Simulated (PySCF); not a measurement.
A structure optimised at PBE-D3(BJ)/def2-SVP, used in a PySCF frequency run:

```
Ga
Cl 1 2.1469
Cl 1 2.1469 2 117.78
I 1 2.4761 2 121.11 3 180.00
```
Charge 0, spin multiplicity 1.

Question: Write its SMILES, formula and point group.

Answer: [Cl][Ga]([Cl])[I], Cl₂GaI, C2v

Question: What are its rotational constants (standard atomic weights)?

Answer: 2.1098, 0.76826, 0.56318 GHz
